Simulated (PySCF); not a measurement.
# One molecule, several mistakes: BH4O2Si

These are calculations, not measurements. The program is PySCF 2.14.0, an open-source quantum chemistry code, run on an isolated molecule that a program drew, which may never have been made. The molecule is BH4O2Si (charge 0, doublet), drawn as the SMILES string `OB(O)[SiH2]`.

Each row is a Hartree-Fock (HF) and frozen-core CCSD(T) single point in the cc-pV(D+d)Z basis, meant for a local HF minimum. Run 1 is clean. Each other run has one planted mistake out of seven kinds, and not every kind appears here: one electron removed, one electron added, multiplicity raised by two, geometry at a saddle point, minimal basis STO-3G, one bond length entered in bohr, all coordinates scaled. The reference is restricted for singlets and unrestricted otherwise, and also for a bond in bohr. Adding or removing an electron swaps singlet and doublet. Electrons count all cores. HOMO and LUMO are orbital energies over both spins, the gradient is its largest component, and the lowest frequency (negative if imaginary) is given only where the gradient is small. Bond lengths are over the 7 bonds as drawn. T1 is the CCSD diagnostic: over 0.02 (restricted) or 0.045 (unrestricted) a single reference is doubtful.

Geometry of the clean run:
```xyz
8
BH4O2Si, angstrom
O    -0.5324    0.8479   -0.8310
B    -1.5072   -0.0988   -0.7592
O    -2.8067    0.1869   -0.4735
Si   -1.0140   -2.0225   -1.1773
H    -0.8095    1.7385   -0.6683
H    -3.0048    1.1005   -0.3234
H    -1.9028   -3.0474   -0.5801
H     0.4058   -2.3771   -0.9413
```

| run | electrons | basis functions | <S^2> | HOMO (eV) | LUMO (eV) | gradient (hartree/bohr) | lowest frequency (cm^-1) | mean bond (Å) | longest bond (Å) | T1 | HF (hartree) | CCSD(T) (hartree) | mistake |
|---|---|---|---|---|---|---|---|---|---|---|---|---|---|
| 1 | 39 | 85 | 0.760 | -8.35 | 1.53 | 1.6e-05 | 148 | 1.3727 | 2.030 | 0.0151 | -465.74809 | -466.33564 | no fault |
| 2 | 40 | 85 | 0.000 | -0.07 | 8.11 | 5.6e-02 | - | 1.3727 | 2.030 | 0.0146 | -465.71853 | -466.33764 | one electron added |
| 3 | 39 | 85 | 1.582 | -8.48 | 1.06 | 1.9e-02 | - | 1.5457 | 2.572 | 0.0569 | -465.57706 | -466.14922 | ? |
| 4 | 38 | 85 | 0.000 | -18.33 | -6.74 | 6.2e-02 | - | 1.3727 | 2.030 | 0.0168 | -465.47132 | -466.05040 | ? |

**Which mistake was planted in run 3, and what did it cost?**

The mean bond changes by a factor of 1.126 and the longest by 1.267, so the molecule wasn't scaled as a whole. A length L in bohr read as angstrom grows by (1/0.5292 - 1) L = 0.890 L. The 7 bonds together grew by 7 x 0.1730 = 1.211 Å, which gives L = 1.361 Å. That is the length of one of the B-O bonds, 1.361 Å in the clean geometry. So the mistake is: one bond length entered in bohr. Subtracting run 1 and multiplying by 627.51 kcal/mol a hartree, the energy moved by 107.3 kcal/mol in HF and 117.0 kcal/mol in CCSD(T).

**Which mistake was planted in run 4, and what did it cost?**

It counts 38 electrons, one fewer than the clean run, at the same geometry and basis. So the mistake is: one electron removed. Subtracting run 1 and multiplying by 627.51 kcal/mol a hartree, the energy moved by 173.7 kcal/mol in HF and 179.0 kcal/mol in CCSD(T).

Cautions from the logs. Run 3: T1 is over the limit, so its CCSD(T) energy is less reliable.
